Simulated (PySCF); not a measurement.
**Electron correlation in Se⁺ (selenium, charge +1)**

[Ar] 3d10 4s2 4p3, high-spin 4S determinant. All numbers are calculated (PySCF 2.14, the spin-free X2C one-electron Hamiltonian (Gaussian nucleus), in x2c-TZVPall (6s5p4d1f, 48 functions)). Frozen: [Ar] 3d10; 5 electrons correlated.

MP2 pair energies summed by pair of shells (mhartree):

```json
{"pair": "4s-4p", "energy": "-49.80", "share (%)": "66.2"}
{"pair": "4p-4p", "energy": "-16.51", "share (%)": "21.9"}
{"pair": "4s-4s", "energy": "-8.94", "share (%)": "11.9"}
```

Total MP2 correlation energy: -75.25 mhartree.

Same-spin part -19.89 and opposite-spin part -55.36 mhartree; SCS-MP2 scales them by 1/3 and 6/5 to -73.07 mhartree.

```tsv
level	correlation energy (mhartree)
CCSD	-89.66
(T)	-2.54
CCSD(T)	-92.20
```

Diagnostics: T1 = 0.0020, D1 = 0.0049, largest double amplitude 0.051.

Cost of the coupled-cluster step: 0.57 s of wall time on 1 thread of Neoverse-V1 (shared host), for 5 correlated electrons.
